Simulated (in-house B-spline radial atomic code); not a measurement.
## Excitations of the zinc ion Zn²⁶⁺ by several methods

Full response, energies in eV; labels give the largest channel, * marks a mixed state, a dash one above the method's threshold, and an imaginary frequency an unstable closed-shell reference. Computed with an all-electron radial atomic-structure program (B-spline basis): linear response of the closed shell [He] 2s2 with each method's own kernel (bare exchange for TDHF, static screening on G0W0 levels for BSE, the adiabatic kernel for functionals); non-relativistic, point nucleus, no spin-orbit coupling, no double excitations, S, P, D and F terms only.

Without relativity these are model numbers for so heavy an element.

```csv
method,2s → 2p 3P,2s → 2p 1P,2s → 3s 3S,α (bohr³)
TDHF,32.11,82.71,1478.56,0.01179
PBE,38.87,85.99,1476.07,0.01116
BLYP,?,?,?,?
PBEsol,39.57,86.34,1475.46,0.01112
B97-1,38.86,85.95,1476.99,0.01138
HSE06,?,?,?,?
```

Task: What does HSE06 give?

Result: 2s → 2p 3P: 36.90; 2s → 2p 1P: 84.89; 2s → 3s 3S: 1477.00; α: 0.01138 (eV, bohr³).

Task: What does BLYP give?

Result: 2s → 2p 3P: 35.28; 2s → 2p 1P: 85.14; 2s → 3s 3S: 1460.17; α: 0.01134 (eV, bohr³).
